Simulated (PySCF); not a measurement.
Species: BH7OPSi (charge -1).
Cartesian coordinates in Å at the GFN2-xTB level; atoms count from 1:
```xyz
11
BH7OPSi angstrom
Si     1.503    0.800   -0.665
O      0.562   -0.444   -0.690
B     -0.501   -1.187   -0.033
P     -2.262   -0.291   -0.359
H      2.886    0.391   -0.322
H      1.167    1.899    0.268
H      1.525    1.389   -2.022
H     -0.582   -2.294   -0.513
H     -0.355   -1.225    1.169
H     -2.077   -0.028   -1.703
H     -1.861    0.993   -0.035
```

A PySCF run (density fitting, gas phase, GFN2-xTB geometry) gave HOMO 2.04 eV, LUMO 15.03 eV and E = -726.461 Eh.

Problem. Which of these levels was it?
A. BHandHLYP/STO-3G
B. BP86/STO-3G
C. PW91/pcSseg-0

Solution. A. It is BHandHLYP/STO-3G. All candidates on this geometry:

```csv
level and settings,kind,basis functions,SCF cycles,E (Eh),HOMO (eV),LUMO (eV)
"PW91/pcSseg-0, start guess atom",GGA,58,11,-734.1668,-0.09,4.48
"BP86/STO-3G, level shift 0.2 Eh",GGA,35,12,-726.5293,4.58,12.07
"BHandHLYP/STO-3G, energy threshold 1e-06 Eh",global hybrid,35,6,-726.4607,2.04,15.03
```

The nearest other candidate, by the summed differences of HOMO and LUMO, is BP86/STO-3G: its HOMO differs by +2.54 eV and its LUMO by -2.96 eV. The HOMO energy is positive at BHandHLYP/STO-3G and BP86/STO-3G; such an orbital is held in place by the finite basis.
